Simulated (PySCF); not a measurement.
# Reading the logs of faulty runs: AlH5NSi

These are calculations, not measurements. They come from PySCF 2.14.0, an open-source quantum chemistry program, on an isolated molecule that a program drew, which may never have been made. The molecule is AlH5NSi (charge 0, doublet), drawn as the SMILES string `[AlH][NH][SiH3]`.

Each row is a Hartree-Fock (HF) and frozen-core CCSD(T) single point in the cc-pV(D+d)Z basis, meant for a local HF minimum. Run 1 is clean. Each other run has one planted mistake out of seven kinds, and not every kind appears here: one electron removed, one electron added, multiplicity raised by two, geometry at a saddle point, minimal basis STO-3G, one bond length entered in bohr, all coordinates scaled. The reference is restricted for singlets and unrestricted otherwise, and also for a bond in bohr. Adding or removing an electron swaps singlet and doublet. Electrons count all cores. HOMO and LUMO are orbital energies over both spins, the gradient is its largest component, and the lowest frequency (negative if imaginary) is given only where the gradient is small. Bond lengths are over the 7 bonds as drawn. T1 is the CCSD diagnostic: over 0.02 (restricted) or 0.045 (unrestricted) a single reference is doubtful.

Geometry of the clean run:
```xyz
8
AlH5NSi, angstrom
Al   -2.7068    0.1838   -3.3271
N    -2.0197    1.2155   -2.0310
Si   -2.4723    1.4477   -0.3769
H    -1.9728    0.2670   -4.7391
H    -1.2200    1.7656   -2.3095
H    -1.3870    1.0663    0.5610
H    -2.8210    2.8605   -0.0851
H    -3.6553    0.5989   -0.1056
```

```
run  electrons  basis functions  <S^2>  HOMO (eV)  LUMO (eV)  gradient (hartree/bohr)  lowest frequency (cm^-1)  mean bond (Å)  longest bond (Å)      T1  HF (hartree)  CCSD(T) (hartree)                          mistake
  1         39               85  0.754      -8.29       1.24                  4.0e-05                       112         1.5110             1.793  0.0150    -588.23943         -588.61258                         no fault
  2         39               85  1.548      -8.30       1.24                  1.0e-02                         -         1.6992             2.799  0.0563    -588.12400         -588.48897  one bond length entered in bohr
  3         39               85  3.761      -5.01      -1.10                  6.8e-02                         -         1.5110             1.793  0.0192    -588.09100         -588.43015       multiplicity raised by two
  4         39               28  0.756      -4.69       7.75                  3.4e-02                         -         1.5110             1.793  0.0159    -581.24151         -581.38948                                ?
```

**Which mistake was planted in run 4, and what did it cost?**

It has 28 basis functions where the clean run has 85, with the same electrons and geometry. So the mistake is: minimal basis STO-3G. Subtracting run 1 and multiplying by 627.51 kcal/mol a hartree, the energy moved by 4391.3 kcal/mol in HF and 4532.6 kcal/mol in CCSD(T).

Cautions from the logs. Run 2: T1 is over the limit, so its CCSD(T) energy is less reliable.
